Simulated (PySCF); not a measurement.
Isomers of C5H14GeO, from PBE0-D3(BJ)/def2-SVP geometry optimisation, gas phase (PySCF). One conformer each, no zero-point energy, no frequencies.

Question: Which isomer lies lowest at this level?
A. `[CH3:1][O:2][GeH2:3][C:4]([CH3:5])([CH3:6])[CH3:7]` with C1–O2–Ge3–C4 178°: A = 3083, B = 1164, C = 1059 MHz, dipole 0.74 D
B. `[CH3:1][CH2:2][CH2:3][Ge@H:4]([CH3:5])[O:6][CH3:7]` with C1–C2–C3–Ge4 178°, C2–C3–Ge4–C5 57°, C3–Ge4–O6–C7 -60°: A = 2219, B = 1181, C = 907.9 MHz, dipole 1.34 D
C. `[CH3:1][CH2:2][CH2:3][C@@H:4]([CH3:5])[O:6][GeH3:7]` with C1–C2–C3–C4 174°, C2–C3–C4–C5 63°, C3–C4–O6–Ge7 75°: A = 2806, B = 736.8, C = 609.1 MHz, dipole 1.13 D

Answer: B. That is `CC[CH2][Ge@H]([CH3])[O]C`, 6.9 kcal/mol below the next.

```json
{"SMILES": "CC[CH2][Ge@H]([CH3])[O]C", "mapped SMILES": "[CH3:1][CH2:2][CH2:3][Ge@H:4]([CH3:5])[O:6][CH3:7]", "E (Eh)": "-2350.17184", "relative (kcal/mol)": "0.0", "relative (kJ/mol)": "0.0", "dipole (D)": "1.34"}
{"SMILES": "CCC[C@@H](C)[O][GeH3]", "mapped SMILES": "[CH3:1][CH2:2][CH2:3][C@@H:4]([CH3:5])[O:6][GeH3:7]", "E (Eh)": "-2350.16086", "relative (kcal/mol)": "6.9", "relative (kJ/mol)": "28.8", "dipole (D)": "1.13"}
{"SMILES": "C[O][GeH2][C](C)(C)C", "mapped SMILES": "[CH3:1][O:2][GeH2:3][C:4]([CH3:5])([CH3:6])[CH3:7]", "E (Eh)": "-2350.16069", "relative (kcal/mol)": "7.0", "relative (kJ/mol)": "29.3", "dipole (D)": "0.74"}
```
